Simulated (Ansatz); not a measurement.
Donor–acceptor adduct: AlH3 (SMILES [AlH3]) (first 4 atoms) with CHN (SMILES C#N); geometry from B3LYP-D3(BJ)/def2-TZVP, rigid monomers moved along the line of their centres of mass till Al1···N6 is 1.86 Å.
(charge 0, multiplicity 1):
```json
[
 {"atom": "Al", "x (Å)": "-0.1616", "y (Å)": "0.3641", "z (Å)": "0.2628"},
 {"atom": "H", "x (Å)": "1.2536", "y (Å)": "0.8243", "z (Å)": "-0.2996"},
 {"atom": "H", "x (Å)": "-1.2365", "y (Å)": "1.4889", "z (Å)": "0.5949"},
 {"atom": "H", "x (Å)": "-0.6908", "y (Å)": "-1.0821", "z (Å)": "-0.1362"},
 {"atom": "C", "x (Å)": "0.6833", "y (Å)": "-0.2507", "z (Å)": "3.0716"},
 {"atom": "N", "x (Å)": "0.3614", "y (Å)": "-0.0182", "z (Å)": "2.0028"},
 {"atom": "H", "x (Å)": "0.9848", "y (Å)": "-0.4681", "z (Å)": "4.0726"}
]
```

Monomers are frozen at their geometry in the pair; levels with a basis set take the counterpoise correction.

Correlated levels freeze the cores. CBS(a, b) extrapolates the correlation energy as X⁻³ and adds the Hartree–Fock energy of set b.

Codes used: Ansatz (a first-principles code) with Gaussian orbitals. Each number belongs to the level named beside it.

Question: Predict the interaction energy from SCS-MP2/aug-cc-pV(T+d)Z.

Answer: -61 kJ/mol

Question: What is the computed interaction energy (MP2/aug-cc-pV(D+d)Z)?

Answer: -51 kJ/mol

Question: What is the computed interaction energy (CCSD(T)/CBS(aug-cc-pV(D+d)Z, aug-cc-pV(T+d)Z))?

Answer: -67 kJ/mol
